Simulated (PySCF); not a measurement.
## Core binding energy against partial charge

C7H12BN.
Cartesian coordinates in Å at the PBE0-D3(BJ)/def2-SVP level; atoms count from 1:
```xyz
21
C7H12BN angstrom
C      4.265    1.164    0.577
C      3.383    0.104    0.113
C      2.661   -0.795   -0.282
B      1.741   -1.954   -0.791
N      0.263   -1.514   -0.578
C     -0.822   -1.171   -0.413
C     -2.174   -0.697   -0.185
C     -2.211    0.695    0.457
C     -3.635    1.168    0.688
H      4.914    1.535   -0.233
H      4.920    0.818    1.393
H      3.693    2.026    0.959
H      1.823   -2.173   -1.994
H      1.843   -2.997   -0.155
H     -2.688   -1.437    0.452
H     -2.700   -0.697   -1.155
H     -1.671    1.402   -0.193
H     -1.656    0.665    1.408
H     -4.199    1.229   -0.256
H     -4.182    0.488    1.360
H     -3.644    2.167    1.146
```

Binding energies: delta-SCF UKS SCAN, pcX-2 on the ionised atom, pcseg-1 elsewhere, spin-free X2C in PySCF. Charges: PBE0/pcSseg-1 ground-state density, for the ionised atom.

| atom | environment | C 1s (eV) | Mulliken (e) | IAO (e) | Hirshfeld (e) | ESP (e) |
| --- | --- | --- | --- | --- | --- | --- |
| C3 | alkyne carbon | 288.39 | -0.179 | -0.153 | -0.159 | -0.380 |
| C2 | alkyne carbon | 288.80 | -0.295 | -0.087 | -0.087 | +0.079 |
| C1 | propargylic carbon | 290.80 | -0.192 | -0.422 | -0.104 | -0.434 |
| C9 | methyl carbon | 291.52 | -0.278 | -0.412 | -0.106 | -0.449 |
| C8 | chain CH2 carbon | 291.80 | -0.297 | -0.237 | -0.048 | +0.257 |
| C6 | triply bonded carbon | 292.71 | +0.294 | +0.228 | +0.179 | +0.280 |
| C7 | chain CH2 carbon | 292.86 | -0.194 | -0.286 | -0.026 | -0.173 |

Task: How well does each charge scheme correlate with the binding energies over these sites?

Result: Hirshfeld: r = 0.67, slope 10.8 eV per e; Mulliken: r = 0.40, slope 3.4 eV per e; ESP: r = 0.30, slope 1.6 eV per e; IAO: r = 0.04, slope 0.3 eV per e. Hirshfeld charges have the highest r, on only 7 points.

Task: The point-charge model writes a binding energy as kq + V + constant, with V the potential of the other atoms' charges at the site. What does it give with the ESP charges?

Result: V = Σ 14.40 eV Å × q/r over all other atoms: +1.68 eV at C3, -5.02 eV at C2, +5.11 eV at C1, +7.11 eV at C9, -2.00 eV at C8, -2.58 eV at C6, +5.37 eV at C7. Fitting binding energy − V to q gives k = 13.7 eV per e and leaves an rms residual of 0.94 eV, against 1.57 eV for the fit on q alone. The model has no term for differences in relaxation between sites.

The unrestricted hole states depart most from a pure doublet (⟨S²⟩ = 0.75; over 0.85 named) for C 1s of C6 (0.93), which makes this value less certain. The structure is a single PBE0-D3(BJ)/def2-SVP conformer in the gas phase; no vibrational or solvent corrections.
